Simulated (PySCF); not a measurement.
**r2SCAN0 on Ir⁺ (iridium, charge +1)**

Configuration: [Xe] 4f14 5d7 6p1, one real determinant (an excited configuration). All numbers are calculated (PySCF 2.14, the spin-free X2C one-electron Hamiltonian (Gaussian nucleus), in x2c-TZVPPall with one added diffuse shell each of s, p, d, f type (12s8p8d4f1g, 113 functions)).

| Item | Value |
| --- | --- |
| Total energy | -17828.77 hartree |
| One-electron energy | -24415.46 hartree |
| Hartree (Coulomb) energy | 6939.25 hartree |
| Exchange-correlation energy | -352.56 hartree |
| ⟨S²⟩ | 6.0060 |
| ⟨L²⟩ | 13.831 |
| Sum of ⟨r⟩ | 43.41 bohr |
| Sum of ⟨r²⟩ | 57.24 bohr² |
| Traceless quadrupole moment −½Σ⟨3z² − r²⟩ along its main axis | -5.77 e·bohr² |
| Langevin diamagnetic susceptibility | -45.3 ×10⁻⁶ cm³/mol |
| Time after the integrals | of the order of 19 core-seconds |

```csv
shell,electrons,mean orbital energy (hartree),spread (hartree),"rms radius, mean of both spins (bohr)"
1s α,1,-2796.64649,0,0.0197
1s β,1,-2796.64642,0,0.0197
2s α,1,-491.60388,0,0.0796
2s β,1,-491.59248,0,0.0796
2p α,3,-428.72943,0.00192,0.0727
2p β,3,-428.71944,0.00087,0.0727
3s α,1,-116.21094,0,0.203
3s β,1,-116.20895,0,0.203
3p α,3,-97.59446,0.00292,0.205
3p β,3,-97.59150,0.00250,0.205
3d α,5,-76.26106,0.00547,0.188
3d β,5,-76.25317,0.00655,0.188
4s α,1,-25.58117,0,0.450
4s β,1,-25.57004,0,0.450
4p α,3,-19.39475,0.00558,0.479
4p β,3,-19.38424,0.00432,0.479
4d α,5,-11.53702,0.01315,0.514
4d β,5,-11.52331,0.00751,0.514
5s α,1,-4.21968,0,1.04
5s β,1,-4.13061,0,1.04
4f α,7,-2.88316,0.01631,0.592
4f β,7,-2.86726,0.00407,0.592
5p α,3,-2.60076,0.01047,1.21
5p β,3,-2.48113,0.01389,1.21
5d α,5,-0.72178,0.04462,1.78
5d β,2,-0.65001,0.01340,1.78
6p α,1,-0.34381,0,3.75
```

⟨L²⟩ = 13.83 against 20 for a pure G term, so this real determinant mixes terms. Spin-orbit coupling, absent here, splits the open shell strongly.

Densities and radii are taken from the X2C orbitals without a picture-change correction, which distorts them close to the nucleus.
